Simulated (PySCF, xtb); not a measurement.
Si(Me)(OMe) (C2H6OSi), SMILES O([Si]C)C (connectivity only; charge and spin as stated), neutral, multiplicity 1. The values are those of a single conformer.

Harmonic wavenumbers (cm⁻¹) from xtb with GFN2-xTB at its own minimum, in rising order: 22, 121, 162, 171, 329, 664, 706, 718, 807, 1092, 1117, 1138, 1367, 1404, 1478, 1483, 1493, 1508, 2953, 2957, 2964, 2966, 2971, 3025.

Question: What does PBE0-D3(BJ)/def2-SVP (PySCF) give at its own minimum? (An estimate is asked for; the answer gives what the named calculation found.)

Answer: 54, 118, 199, 213, 341, 553, 632, 708, 774, 1162, 1175, 1211, 1226, 1404, 1423, 1465, 1473, 1475, 3025, 3033, 3121, 3127, 3129, 3150. Paired by order, the mean absolute difference is 65 cm⁻¹ and the zero-point energies are 48.1 and 48.9 kcal/mol.
